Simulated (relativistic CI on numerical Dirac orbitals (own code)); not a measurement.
# Tc5+: 3p photoemission

Computed with this model: Dirac-Coulomb-Breit CI, KLI orbitals optimised for each configuration, QED by a radiative potential, valence Slater integrals scaled by 0.8, multiplet model of photoemission in the sudden approximation; configurations [Kr] 4d2 → [Ne] 3s2 3p5 3d10 4s2 4p6 4d2; 80 K; Lorentzian 2 eV and Gaussian 0.6 eV FWHM. Energies are those of the free ion, without screening or charge transfer. The energies are binding energies and can lie tens of eV above those of solids. S is read from ⟨S²⟩ = S(S + 1).

Field parameters in Wybourne normalisation: D4h B²₀ = −7Ds, B⁴₀ = 21(Dq − Dt), B⁴₄ = 21√(5/14) Dq. The field is a parameter set, without covalency.

free ion: ground-state S = 0.99, centroid 518.53 eV. Peaks (eV, height): 511.8 (100), 532.0 (53).

D4h, 10Dq = 38400, Ds = 2100, Dt = 570 cm⁻¹: ground-state S = 1.00, centroid 518.61 eV. Peaks (eV, height): 511.8 (100), 532.0 (54).

Strongest unbroadened transitions for D4h, 10Dq = 38400, Ds = 2100, Dt = 570 cm⁻¹:

| Energy (eV) | Relative strength |
| --- | --- |
| 511.38 | 83.6 |
| 511.42 | 6.5 |
| 511.44 | 10.5 |
| 511.74 | 5.1 |
| 511.84 | 6.6 |
| 511.86 | 5.8 |
| 511.89 | 5.3 |
| 511.91 | 28.9 |
| 512.04 | 100.0 |
| 512.19 | 28.0 |
| 512.34 | 12.3 |
| 512.87 | 5.3 |
| 531.86 | 3.9 |
| 531.88 | 74.7 |
| 532.02 | 7.8 |
| 532.15 | 4.0 |
| 532.17 | 64.1 |
| 532.42 | 4.5 |
